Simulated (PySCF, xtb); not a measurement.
H₈N₂Si₃, SMILES N[SiH]1[SiH2]N[SiH2]1.

GFN2-xTB run with xtb at its own geometry gives an orbital gap of 3.40 eV and a dipole moment of 1.40 D.

Geometry optimised at B3LYP-D3(BJ)/def2-SVP. The structure was generated by enumeration, and PubChem lists no compound with its InChIKey, so it may never have been made. Other conformers were not sampled.

Problem. What does HF/def2-TZVP run with PySCF give? (Estimate from the structure and the level; the computed values follow.)

Solution. gap 11.22 eV (levels -8.91 and 2.31 eV), dipole 1.13 D.
